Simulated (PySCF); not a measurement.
B(Cl)(GeH3)(OH) (BClGeH4O), SMILES O[B](Cl)[GeH3]. Atoms are numbered in the order given.

```xyz
8

B      0.4627     0.6862     0.0000
Cl    -0.7743     1.9780     0.0000
Ge    -0.1329    -1.3027     0.0000
H     -1.0000    -1.5991     1.2430
H     -1.0000    -1.5991    -1.2430
H      1.0671    -2.2726     0.0000
O      1.7636     1.0161     0.0000
H      1.9254     1.9727     0.0000
```
Charge 0, spin multiplicity 1.

The structure is a stationary point at B3LYP-D3(BJ)/def2-SVP. This is a generated structure with no PubChem entry under its InChIKey; it may be hypothetical. The values are those of a single conformer.

All values below come from PySCF with PBE/def2-TZVP.

Symmetry labels are those of the subgroup Cs that the program uses (full group Cs).

Computed valence orbital energies around the gap with their symmetry:
```tsv
orbital	symmetry	energy (eV)
HOMO−7	A'	-11.71
HOMO−6	A'	-10.07
HOMO−5	A"	-9.94
HOMO−4	A'	-8.30
HOMO−3	A"	-8.26
HOMO−2	A"	-8.07
HOMO−1	A'	-7.98
HOMO	A'	-7.12
LUMO	A"	-1.93
LUMO+1	A'	-0.34
LUMO+2	A'	0.26
LUMO+3	A'	0.65
```
